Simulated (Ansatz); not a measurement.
**Li⁺ ··· OH⁻**

The pair of Li⁺ (SMILES [Li+], atom 1) and OH⁻ (SMILES [OH-], atoms 2–3), both closed shells, in one local arrangement (a lower one may exist), relaxed at PBE0-D4/def2-TZVP:

Li1  (-0.011, -0.077, -1.361)
O2  (0.002, 0.011, 0.207)
H3  (0.009, 0.065, 1.154)
(Å)

Ansatz 0.2.0; basis: def2-TZVPPD, with def2-QZVPPD for the basis limit; cores frozen in the correlated methods. The outer core shell of Li, Na, Mg and K is correlated. B3LYP uses VWN-RPA correlation. Extrapolation: Hartree–Fock as exp(−7.88 √X), correlation as X^−2.97. Interaction energies count from these two fragments, frozen as in the pair, with the counterpoise correction; negative means bound.

(1) What is the interaction energy by CCSD(T) at an estimated basis limit (MP2 extrapolated from triple and quadruple zeta, plus CCSD(T) − MP2 in triple zeta)? (An estimate is asked for; the value comes from the calculation.)

(2) Which atoms make the shortest contact between the fragments?

The T1 diagnostic stays at or below 0.027.

Answers

(1) By the calculation: -187.02 kcal/mol. Hartree–Fock alone gives -191.28 kcal/mol at the basis limit. It counts from the two fragments frozen as in the pair.

The same quantity by other methods in triple zeta, and each one's difference from that estimate:
```tsv
method	E_int (kcal/mol)	difference
PBE-D4	-186.04	0.98
revPBE-D4	-184.06	2.96
BLYP-D4	-185.97	1.05
r2SCAN-D4	-185.57	1.46
B97M-V	-185.68	1.35
PBE0-D4	-189.05	-2.03
B3LYP-D4	-189.00	-1.97
HSE06-D4	-189.06	-2.03
wB97X-V	-187.82	-0.80
wB97M-V	-187.96	-0.93
B2PLYP	-187.28	-0.25
HF	-190.40	-3.38
MP2	-183.80	3.23
CCSD	-186.28	0.74
CCSD(T)	-184.98	2.05
```
Differences are method less estimate.

(2) Li1 and O2, 1.57 Å apart.

Basis-set superposition shift (counterpoise-corrected less uncorrected): CCSD(T) 0.60; MP2 0.52; HF 0.02; PBE0-D4 0.25; wB97M-V 0.19 kcal/mol.

For scale, one of the runs: CCSD(T)/def2-TZVPPD, 79 basis functions, launched by `ansatz run in.yaml --threads 2 --pin off --events-out ev --progress --plain --max-ram 5222MiB`. Hardware: 2 CPU threads of an Intel Xeon 6975P-C, shared host. Wall time about 0.55 s.
